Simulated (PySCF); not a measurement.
Bonds (- single, = double, # triple, : aromatic): O1=S2 1.422 Å, S2=O3 1.414 Å, S2-O4 1.577 Å, S2-C5 1.848 Å, C5-F6 1.327 Å, C5-F7 1.320 Å, C5-F8 1.320 Å. O4 carries H9.

PySCF 2.14.0 with density-fitted response routines calculation with σ from GIAO-B97-2/pcSseg-2 and PBE0-D3(BJ)/def2-TZVP geometry; no relativistic terms, a single conformation, isolated molecule, one averaged value for each set of equivalent atoms.

Referencing at the same level of theory: ¹³C (σref 185.38) and ¹H (σref 31.64) against TMS; H2O for ¹⁷O (σref 327.66); ³³S (σref 517.10) vs CS2; CFCl3 for ¹⁹F (σref 175.98).

```
   atoms  nucleus  count  δ (ppm)
      H9       ¹H      1     5.27
      O4      ¹⁷O      1    179.6
   O1/O3      ¹⁷O      2    200.1
      S2      ³³S      1        ?
      C5      ¹³C      1        ?
F6/F7/F8      ¹⁹F      3    -87.1
```

**Question.** Complete the table.

**Answer.** 
- C5: 130.2 ppm, CF3 carbon; 3 electronegative neighbours deshield it
- S2: 324 ppm, sulfonyl sulfur

Exchangeable OH/NH protons stand at their gas-phase positions; hydrogen bonding in a real sample shifts them, mostly to higher δ. Shifts are as computed. Against solution values, carbons near 30 ppm lie about +3 ppm off and those near 130 ppm about +7 ppm. Of 1211 compounds with measured shifts, 218 miss one by over three times the rms of a fit or turn the order of signals round; such compounds aren't used in these exercises. Unscaled 19F shifts against computed CFCl3 carry errors that often reach 10 to 50 ppm. Experimental scales use liquid or dissolved standards, which lie at an offset from isolated H2O (liquid H2O: subtract about 36 ppm).
